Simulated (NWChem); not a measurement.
Molecule: SrClF; SMILES [F][Sr][Cl]

All runs: NWChem. The level has its own optimisation; frequencies are unscaled.

Q: What does the run give for B3LYP/3-21G (all-electron, non-relativistic)? Quantities: r F–Sr (Å); r Cl–Sr (Å); highest harmonic frequency (cm⁻¹); lowest (cm⁻¹); zero-point energy (kcal/mol).

A: 
```yaml
r F–Sr (Å): 2.245
r Cl–Sr (Å): 2.820
highest harmonic frequency (cm⁻¹): 391
lowest (cm⁻¹): 33
zero-point energy (kcal/mol): 1.0
```
